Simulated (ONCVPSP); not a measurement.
# Transferability test, ONCV potential for nickel

nickel, optimised norm-conserving Vanderbilt (ONCV), made with ONCVPSP 4.0.1 (PBE, scalar-relativistic). Core [Ne], reference 3s2 3p6 3d8 4s0.5 (charge +1.5). Waves: 3s+4s: rc 1.20 bohr, ncon 3, nbas 6, qcut 8.6 1/bohr, 2 projectors; 3p: rc 1.10 bohr, ncon 4, nbas 8, qcut 15.3 1/bohr, 2 projectors, debl 2.6 Ha; 3d: rc 0.90 bohr, ncon 5, nbas 9, qcut 20.6 1/bohr, 2 projectors, debl 2.1 Ha; f scattering state at 0.34 Ha: rc 1.05 bohr, ncon 4, nbas 9, qcut 11.9 1/bohr, 2 projectors, debl 0.6 Ha. Local part: polynomial inside 0.85 bohr (lpopt 5, dvloc0 4 Ha). Core correction: none.

In the p channel the program set the typed energies aside and used -3.147, 0.250 Ha.

Energies are relative to the spin-unpolarised reference configuration 3s2 3p6 3d8 4s0.5; without spin polarisation the order of configurations can differ from experiment.

| valence configuration | charge | ΔE all-electron (eV) | error AE − PS (meV) |
| --- | --- | --- | --- |
| 3s2 3p6 3d8 4s2 | 0 | -16.939 | +2.9 |
| 3s2 3p6 3d8 4s1 | +1 | -7.616 | +0.9 |
| 3s1 3p6 3d8 4s2 | +1 | 102.458 | -105 |

(1) What are ΔE and the potential's error for 3s2 3p6 3d8 4s0?

Answers

(1) ΔE = 9.735 eV all-electron; the error (AE − PS) is -0.4 meV.
